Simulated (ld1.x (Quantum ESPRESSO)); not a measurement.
# Logarithmic derivatives: As (Z = 33), TM

ld1.x (Quantum ESPRESSO) 7.5 input, shortened:

```
&input
   title='As', zed=33., rel=1, dft='PBE', iswitch=3,
   config='[Ar] 3d10 4s2 4p2.5'
 /
 &inputp
   pseudotype=2, tm=.true., lloc=1,
   nlcc=.false.
 /
2
4S  1  0   2.00   0.00  1.55  1.55  0.0
4P  2  1   2.50   0.00  2.10  2.10  0.0
 &test
   configts(1)='4s2 4p2.5'
 /
```

The phase is arctan(r·u′/u) with u = r·R(r), unwrapped; energies in Ry, scanned from -3 to 5 Ry. A pole is an energy at which the radial function vanishes at the test radius. The pseudo phase is shifted by a multiple of π to meet the all-electron one at the reference energy, and phase errors are pseudo minus all-electron; the curves can meet again beyond the range given. Levels narrower than the energy grid can be missing from the lists of poles.

```tsv
channel	radius (bohr)	reference energy (Ry)	poles, all-electron	poles, pseudo	unbroken range about the reference energy with phases within 0.05 rad	phase error 1 Ry above the reference energy (rad)
s	2.30	-1.38	-0.07	-0.05	below 2.8	+0.002
p	2.30	-0.67	1.27	1.23	below 3.4	-0.003
```

Phases in the p channel:

```tsv
E (Ry)	all-electron	pseudo
-3.00	1.239	1.238
-2.52	1.181	1.180
-2.04	1.085	1.084
-1.56	0.893	0.891
-1.08	0.395	0.393
-0.60	-0.619	-0.619
-0.12	-1.183	-1.184
0.36	-1.398	-1.401
0.84	-1.507	-1.511
1.32	-1.576	-1.583
1.80	-1.629	-1.640
2.28	-1.676	-1.691
2.76	-1.723	-1.747
3.24	-1.776	-1.817
3.72	-1.845	-1.922
4.20	-1.947	-2.119
4.68	-2.129	-2.605
```
